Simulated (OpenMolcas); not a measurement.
Ti3+ with 4 ligands (oxide) in square-planar coordination (D4h) at 1.92 Å. A charge of +1.25 e stands 2.4 Å behind each ligand. Ligand basis ANO-RCC-VDZP.

```yaml
Program: OpenMolcas
Method: CASSCF
Basis: ANO-RCC-VTZP [6s5p3d2f1g]
Scalar_Hamiltonian: DKH2, point nucleus
Active_space: 1 electron in 5 orbitals (3d)
State_averaging: 2S+1 = 2 even, 5 roots
Spin-orbit_coupling: RASSI with atomic mean-field integrals over the reference wave functions
```

What is the spin-free ground state (labels of D4, the rotations of D4h)?

2A1, 1-fold in its orbital part; it has the highest spin that d1 allows.

Where is the first state of the same spin?

2E at 9070 cm-1 above the ground state.

What are the lowest two levels with spin-orbit coupling?

A 2-fold level E1/2 with g = 1.94, 1.94, 2.00, then a 2-fold level E1/2 9012 cm-1 above it. Their leading multiplicities are 2 (100 %) and 2 (100 %).

What is χT at 300 K, and how does it compare with the textbook value?

The lowest level has 2S+1 = 2, for which the spin-only value is χT = S(S+1) / 2 = 0.375 cm3 K/mol (g = 2). The computed 0.384 at 300 K differs by +0.009, through orbital momentum, spin-orbit coupling and any other state in reach.

The least metal-like active orbital is 80 % on the metal (Löwdin) and no ligand orbital is active, so the numbers are rough. The oxide ions are held by bare point charges, a crude embedding. Ligand-to-metal charge-transfer states are missing. With metal d orbitals alone and no dynamic correlation the field as a rule comes out too small, by tens of per cent, by up to half for chloride and softer ligands. No measured value stands beside these numbers; the geometry was imposed, not optimised, and the real ion may take another.
